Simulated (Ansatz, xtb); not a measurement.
# A geometry optimisation of CHBO2− with r2SCAN-D4/def2-SVPD

The starting geometry of this gas-phase doublet was built from a drawn formula by distance geometry and a force field; its bonds are those of `[O-][C]1BO1`.

```xyz
5

C    -3.1952   -1.9240   -0.7588
B    -2.4061   -0.6389   -0.5809
O    -4.2157   -1.7567   -1.7000
O    -1.9985   -1.8420   -1.3080
H    -2.1386    0.1268    0.3079
```

Q: Where would you expect an optimisation with r2SCAN-D4/def2-SVPD to take it?

A: A bond breaks, giving a structure given below by its coordinates. Distances that change by over a tenth: C1–O3 (1.40 → 1.20 Å), B2–O4 (1.46 → 1.29 Å). Contacts that open: C1–O4 (1.32 → 2.54 Å).

The energy falls by 3.79 eV over 17 steps:

```
step  E − E(last) (eV)
   1             3.794
   3             2.105
   5             1.394
   6             0.612
   8             0.094
  10             0.023
  12             0.004
  13             0.002
  15             0.000
  17             0.000
```

Final geometry (Å):

```xyz
5

C    -3.6349   -1.7658   -0.8167
B    -2.2210   -0.9944   -0.6405
O    -4.5856   -1.8136   -1.5437
O    -1.1405   -1.4303   -1.1880
H    -2.3720   -0.0307    0.1490
```

From the same start GFN2-xTB reaches the same bonding as this run.

The end wasn't checked by frequencies. Open shells are spin-unrestricted. Run with Ansatz 0.2.0, 53 s on 2 threads of Arm Neoverse V2, on a shared host.
